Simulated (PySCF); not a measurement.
## A small calculation by hand: entropy of an ideal gas

BHF2, SMILES FBF.

Coordinates come from a B3LYP-D3(BJ)/def2-TZVP optimisation.

B3LYP-D3(BJ)/def2-TZVP run with PySCF 2.14.0 gives the harmonic wavenumbers 536, 928, 1093, 1172, 1420, 2698 cm⁻¹ and the rotational temperatures 3.5824, 0.4999, 0.4387 K. The molar mass is 49.81 g/mol, the symmetry number 2, the spin multiplicity 1.

**Question.** Work out the entropy at 298.15 K and 1 atm in the rigid-rotor, harmonic-oscillator model.

**Answer.** 
Translation (Sackur–Tetrode at 1 atm): S = R[1.5 ln M + 2.5 ln T − 1.16487] = 157.5 J/(mol K).
Rotation: q = (√π/σ) T^1.5/√(θA θB θC) = 5150, S = R[ln q + 3/2] = 83.5 J/(mol K).
Vibration: with u = 1.4388 ν/T, each mode gives R[u/(e^u − 1) − ln(1 − e^−u)]:
| ν (cm⁻¹) | modes | u | S (J/(mol K)) |
|---|---|---|---|
| 536 | 1 | 2.59 | 2.40 |
| 928 | 1 | 4.48 | 0.52 |
| 1093 | 1 | 5.27 | 0.27 |
| 1172 | 1 | 5.66 | 0.19 |
| 1420 | 1 | 6.85 | 0.07 |
The stiffer modes add less than 0.005 each. Sum 3.5 J/(mol K).
Spin: R ln 1 = 0.0 J/(mol K).
Total 244.5 J/(mol K); the program's own thermochemistry gives 244.5. Translation makes up 64 % and vibration 1 %. Anharmonicity, hindered rotation and orbital degeneracy are left out.
